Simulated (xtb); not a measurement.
OSe (SMILES O=[Se]), triplet, from a rough starting geometry; GFN2-xTB (xtb).

The xtb input:
```
$ xtb mol.xyz --gfn 2 --uhf 2 --opt vtight --json

# file mol.xyz
2

O      0.02232150    -0.05767077    -0.80935231
Se    -0.02270015     0.03446541     0.76412278
```

Question: Predict the main parts of the log of this xtb run.

Answer: 
```
   ID    Z sym.   atoms
    1    8 O      1
    2   34 Se     2

           -------------------------------------------------
          |                Calculation Setup                |
           -------------------------------------------------

           -------------------------------------------------
          |                 G F N 2 - x T B                 |
           -------------------------------------------------

          ...................................................
          :                      SETUP                      :
          :.................................................:
          :  # basis functions                  14          :
          :  # atomic orbitals                  13          :
          :  # shells                            5          :
          :  # electrons                        12          :
          :  max. iterations                   250          :
          :  Hamiltonian                  GFN2-xTB          :
          :  restarted?                      false          :
          :  GBSA solvation                  false          :
          :  PC potential                    false          :
          :  electronic temp.          300.0000000     K    :
          :  accuracy                    1.0000000          :
          :  -> integral cutoff          0.2500000E+02      :
          :  -> integral neglect         0.1000000E-07      :
          :  -> SCF convergence          0.1000000E-05 Eh   :
          :  -> wf. convergence          0.1000000E-03 e    :
          :  Broyden damping             0.4000000          :
          :  net charge                          0          :
          :  unpaired electrons                  2          :
          ...................................................

 iter      E             dE          RMSdq      gap      omega  full diag
   1     -7.1596803 -0.715968E+01  0.997E+00    6.15       0.0  T
   2     -7.1797044 -0.200242E-01  0.582E+00    6.33       1.0  T
   3     -7.1808449 -0.114047E-02  0.281E+00    6.32       1.0  T
   4     -7.1825180 -0.167314E-02  0.392E-01    6.38       1.0  T
   5     -7.1822014  0.316622E-03  0.630E-01    6.36       1.0  T
   6     -7.1825723 -0.370853E-03  0.243E-01    6.37       1.0  T
   7     -7.1826409 -0.686397E-04  0.825E-02    6.38       1.0  T
   8     -7.1826498 -0.884366E-05  0.454E-03    6.38      15.6  T
   9     -7.1826498 -0.190655E-07  0.214E-03    6.38      33.1  T
[...]
         :: total energy              -7.170629216866 Eh    ::
 * total energy  :    -7.1706292 Eh     change       -0.8526513E-13 Eh
 * total energy  :    -7.1710163 Eh     change       -0.3870644E-03 Eh
 * total energy  :    -7.1711539 Eh     change       -0.1376335E-03 Eh
 * total energy  :    -7.1711545 Eh     change       -0.5900326E-06 Eh
 * total energy  :    -7.1711546 Eh     change       -0.1413237E-06 Eh
 * total energy  :    -7.1711546 Eh     change       -0.5035972E-12 Eh
   *** GEOMETRY OPTIMIZATION CONVERGED AFTER 6 ITERATIONS ***
         :: total energy              -7.171154646085 Eh    ::
[...]
         7        1.0000           -0.3803565             -10.3500 (HOMO)
         8                         -0.1540096              -4.1908 (LUMO)
         9                         -0.0353370              -0.9616
        10                         -0.0353370              -0.9616
        11                          0.1023233               2.7844
        12                          0.1023233               2.7844
        13                          0.5747684              15.6402
      -------------------------------------------------------------
                  HL-Gap            0.2263469 Eh            6.1592 eV
             Fermi-level           -0.3567213 Eh           -9.7069 eV

     #   Z          covCN         q      C6AA      α(0)
     1   8 O        0.855    -0.303    19.837     5.971
     2  34 Se       0.855     0.303   217.074    25.821

 Mol. C6AA /au·bohr⁶  :        363.411437
 Mol. C8AA /au·bohr⁸  :      20639.114827
 Mol. α(0) /au        :         31.792867

Wiberg/Mayer (AO) data.
largest (>0.10) Wiberg bond orders for each atom

 ---------------------------------------------------------------------------
     #   Z sym  total        # sym  WBO       # sym  WBO       # sym  WBO
 ---------------------------------------------------------------------------
     1   8 O    2.222 --     2 Se   2.222
     2  34 Se   2.222 --     1 O    2.222
 ---------------------------------------------------------------------------

Topologies differ in total number of bonds
Writing topology from bond orders to xtbtopo.mol

molecular dipole:
                 x           y           z       tot (Debye)
 q only:       -0.026       0.054       0.916
   full:       -0.028       0.058       0.983       2.504
molecular quadrupole (traceless):
                xx          xy          yy          xz          yz          zz
 q only:        0.040       0.001       0.037       0.001      -0.034      -0.077
  q+dip:        0.350       0.002       0.344       0.028      -0.090      -0.693
   full:        0.733       0.004       0.724       0.060      -0.157      -1.457

optimized geometry written to: xtbopt.xyz

           -------------------------------------------------
          | TOTAL ENERGY               -7.171154646085 Eh   |
          | GRADIENT NORM               0.000000065256 Eh/α |
          | HOMO-LUMO GAP               6.159213593357 eV   |
           -------------------------------------------------
```
